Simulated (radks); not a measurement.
Values are calculated unless marked as measured or tabulated.
Problem. These are the eigenvalues of the occupied orbitals of an atom or ion with whole-number occupations (eV). Code: a radial shooting solver on a logarithmic mesh with Libxc functionals. Model: scalar-relativistic Kohn-Sham, LB94 model potential, spin-polarised, spherical densities, finite nucleus; Fermi nuclear charge, rms radius of each element as measured or else 0.836 A^(1/3) + 0.57 fm.

1s: -88408.09
2s: -15873.61
2p: -13634.58
3s: -3856.259
3p: -3213.792
3d: -2555.814
4s: -911.7011
4p: -701.9995
4d: -458.0845
5s: -195.3598
4f: -188.4782
5p: -136.2618
5d: -70.7256

Which element is it, and in what charge state? The configuration may be excited. Open shells, if any, are filled with parallel spins first.

Solution. Z = 82, lead, charge +4: Pb4+ in [Xe] 4f14 5d10. The list shows which subshells hold electrons but not how many an open one holds; the 1s level, -3248.9 hartree, gives Z - s = 80.6 by -(Z - s)^2/2, which with screening and relativity narrows Z to a few neighbours, and the depths of the outer levels then fix element, charge and occupations together.
